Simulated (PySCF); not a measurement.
BrCl, optimised at PBE/def2-SVP:

```xyz
2

Cl     0.0036    -0.8079     0.7407
Br    -0.0036     0.8079    -0.7407
```

Energies from PySCF (xtb for GFN2), thermal terms from the rigid-rotor harmonic-oscillator model, ideal gas at 1 bar. 6-31G* has spherical d functions here. All species are closed-shell singlets. B3LYP is the form with VWN-RPA correlation. Br: all electrons, no relativistic terms.

Task: List the harmonic frequencies (cm⁻¹, unscaled) at this level and at the other levels, each on its own geometry.

Result: 
- PBE/def2-SVP: 403
- B3LYP/6-31G*: 420
- GFN2-xTB: 376
- HF/6-31G*: 476
- PBE0/def2-TZVP: 456
